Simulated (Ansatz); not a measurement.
A nudged elastic band was laid between two geometries of C4H8Si (13 atoms, charge 0, multiplicity 1).

Computed with RKS B3LYP-D4/def2-SVP (Ansatz 0.2.0).

```yaml
movable_images: 5
climbing_image: yes
spring: 0.1 eV/Å²
optimiser: quadratic models (default)
start_path: through a guess of the saddle point
force_threshold: 0.05 eV/Å
iteration_limit: 60
end_points: relaxed
```

First end point:

```xyz
13
Properties=species:S:1:pos:R:3
C -1.441 1.291 -0.218
C -0.108 0.985 0.467
C 0.465 -0.346 0.112
C 0.135 -1.395 -0.653
Si 1.728 -1.672 0.187
H -1.823 2.281 0.077
H -1.334 1.282 -1.315
H -2.204 0.541 0.048
H -0.215 1.034 1.566
H 0.641 1.761 0.224
H -0.698 -1.658 -1.311
H 1.849 -2.577 1.364
H 3.026 -1.563 -0.534
```

Last end point:

```xyz
13
Properties=species:S:1:pos:R:3
C -1.465 1.268 -0.184
C -0.179 0.921 0.567
C 0.467 -0.343 0.110
C 0.237 -1.301 -0.799
Si 1.764 -1.638 0.136
H -1.272 1.392 -1.262
H -2.217 0.472 -0.070
H -1.905 2.206 0.190
H -0.372 0.838 1.653
H 0.559 1.739 0.475
H -0.529 -1.503 -1.553
H 1.819 -2.674 1.205
H 3.112 -1.412 -0.453
```

(1) What changes between the two ends?

(2) Give the energies along the band, and the barrier.

(3) What is the geometry of the highest image?

Results:

(1) No bond is made or broken. The dihedral H6–C1–C2–C3 goes from 180 to -60°. The two ends are copies of one structure, up to a mirror image or an exchange of like atoms.

(2) The run converged. The highest image is number 3 of 0 to 6, 3.1 kcal/mol above the ends, which have the same energy within 2 meV. Another band between the same ends (5 images) ends at a top of the same energy, where a vibrational analysis finds 1 clearly imaginary mode.

```
image  path coordinate (Å)  energy (kcal/mol)  dihedral H6–C1–C2–C3 (°)
    0                 0.00                0.0                       180
    1                 0.61                0.6                      -162
    2                 1.20                2.2                      -141
    3                 1.79                3.1                      -120
    4                 2.37                2.2                       -99
    5                 2.96                0.7                       -78
    6                 3.56                0.0                       -60
```

(3) 
```xyz
13
Properties=species:S:1:pos:R:3
C -1.481 1.295 -0.183
C -0.169 0.920 0.539
C 0.464 -0.358 0.096
C 0.236 -1.339 -0.787
Si 1.768 -1.646 0.153
H -1.397 2.259 -0.707
H -1.755 0.539 -0.935
H -2.324 1.376 0.519
H -0.325 0.852 1.630
H 0.585 1.719 0.424
H -0.527 -1.569 -1.536
H 1.829 -2.655 1.247
H 3.115 -1.428 -0.445
```

Run time: 40 s on 2 threads of AMD EPYC 9R45 96-Core Processor (Zen 5), with other jobs on the host, peak memory 0.28 GiB.
